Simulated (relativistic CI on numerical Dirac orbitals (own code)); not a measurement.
Computed by Dirac-Coulomb-Breit CI, orbitals from a KLI potential per configuration, model QED, unscaled Slater integrals (own radial code, finite nucleus).

The strongest absorption lines from the ground level of an ion, among the configurations computed and to levels below about 114 eV (vacuum wavelength in nm, gf): 13.269 (0.0068), 13.485 (0.14), 26.774 (0.66), 27.464 (0.68), 31.267 (0.012), 32.563 (0.23), 43.102 (0.058), 49.964 (0.058).

(1) Which ion is it?
A. Ti8+
B. Ar4+
C. Cr10+
D. Ti6+

Answers

(1) A. Ti8+ has 14 electrons and the ground level 3s2 3p2 3P_0; the strongest line goes to 3s2 3p 3d 3P°_1. The pattern of lines fixes the number of electrons, and along that sequence the line energies rise steadily with the charge (about as its square where n changes within one kind of shell, about linearly where n is kept but much faster in heavy ions where fine structure, which grows about as Z⁴, sets the gap, and irregularly where shells cross), which fixes Z. Configurations outside the model, such as inner-shell arrays, can give stronger lines. At this charge configurations can still be misplaced by up to about 7 % of their energy.

LS names give the leading component of a level, which can be under half, so a name can repeat, a term be missing and a line seem to break the LS rules.
